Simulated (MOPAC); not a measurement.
MOPAC input (MNDO):

```
MNDO PRECISE GNORM=0.05 LET XYZ CHARGE=1 GEO-OK AUX(PRECISION=9) THREADS=1
CH2Cl

C    -1.04111583 1    0.00436008 1   -0.00589786 1
Cl    0.55265444 1   -0.00231446 1    0.00313075 1
H    -1.57008623 1    0.95646317 1   -0.03558607 1
H    -1.57834429 1   -0.94327789 1    0.01775039 1
```

Q: What heat of formation does the run end on?

A: 232.50 kcal/mol.
